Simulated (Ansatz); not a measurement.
(BeS)3 ring (Be₃S₃), 6 atoms. Hardware: 4 threads of Arm Neoverse V1 on a shared host.

Correlated methods freeze 15 core orbitals.

Question: How many basis functions does each of these Ansatz runs have, and roughly what does it cost? RPA@PBE/def2-TZVP, charge 0 singlet, energy, from earlier orbitals; LC-ωPBE (ω = 0.15 bohr⁻¹)/def2-TZVP, charge 0 singlet, energy, from earlier orbitals; MP2/def2-TZVP, charge 0 singlet, energy, from earlier orbitals; LC-ωPBE (ω = 0.30 bohr⁻¹)/def2-TZVP, charge 0 singlet, energy, from earlier orbitals; PBE0-D4/def2-TZVP, charge 1 doublet at the geometry of the charge 0 singlet, energy, from earlier orbitals; LC-ωPBE (ω = 0.30 bohr⁻¹)/def2-TZVP, charge 1 doublet at the geometry of the charge 0 singlet, energy, from earlier orbitals; PBE0-D4/def2-SVP, charge 1 doublet at the geometry of the charge 0 singlet, energy with a search over starts; revPBE-D4/def2-TZVP, charge 0 singlet, energy, from earlier orbitals; LC-ωPBE (ω = 0.20 bohr⁻¹)/def2-TZVP, charge 1 doublet at the geometry of the charge 0 singlet, energy, from earlier orbitals; LC-ωPBE (ω = 0.20 bohr⁻¹)/def2-TZVP, charge 0 singlet, energy, from earlier orbitals; LC-ωPBE (ω = 0.10 bohr⁻¹)/def2-TZVP, charge 1 doublet at the geometry of the charge 0 singlet, energy, from earlier orbitals; PBE-D4/def2-SVP, charge 0 singlet, relaxation, 3 steps.

Answer: Other jobs shared the machine, so times can vary by a factor of up to 3. A dash marks memory too small to be measured apart from the calling script's.

| run | functions | fitting or Cholesky vectors | wall time | peak host memory (GiB) |
| --- | --- | --- | --- | --- |
| MP2/def2-TZVP, charge 0 singlet, energy, from earlier orbitals | 168 | 1110 | 1.4 s | – |
| revPBE-D4/def2-TZVP, charge 0 singlet, energy, from earlier orbitals | 168 | 1206 | 1.6 s | – |
| LC-ωPBE (ω = 0.15 bohr⁻¹)/def2-TZVP, charge 0 singlet, energy, from earlier orbitals | 168 | 1206 | 1.9 s | – |
| LC-ωPBE (ω = 0.20 bohr⁻¹)/def2-TZVP, charge 0 singlet, energy, from earlier orbitals | 168 | 1206 | 1.9 s | – |
| LC-ωPBE (ω = 0.30 bohr⁻¹)/def2-TZVP, charge 0 singlet, energy, from earlier orbitals | 168 | 1206 | 1.9 s | – |
| RPA@PBE/def2-TZVP, charge 0 singlet, energy, from earlier orbitals | 168 | 1110 | 2.9 s | – |
| PBE-D4/def2-SVP, charge 0 singlet, relaxation, 3 steps | 81 | 1017 | 2.9 s | – |
| LC-ωPBE (ω = 0.10 bohr⁻¹)/def2-TZVP, charge 1 doublet at the geometry of the charge 0 singlet, energy, from earlier orbitals | 168 | 1206 | 4.4 s | – |
| LC-ωPBE (ω = 0.20 bohr⁻¹)/def2-TZVP, charge 1 doublet at the geometry of the charge 0 singlet, energy, from earlier orbitals | 168 | 1206 | 8 s | – |
| PBE0-D4/def2-TZVP, charge 1 doublet at the geometry of the charge 0 singlet, energy, from earlier orbitals | 168 | 1236 | 9 s | 0.81 |
| LC-ωPBE (ω = 0.30 bohr⁻¹)/def2-TZVP, charge 1 doublet at the geometry of the charge 0 singlet, energy, from earlier orbitals | 168 | 1206 | 9 s | 0.55 |
| PBE0-D4/def2-SVP, charge 1 doublet at the geometry of the charge 0 singlet, energy with a search over starts | 81 | 858 | 10 s | – |
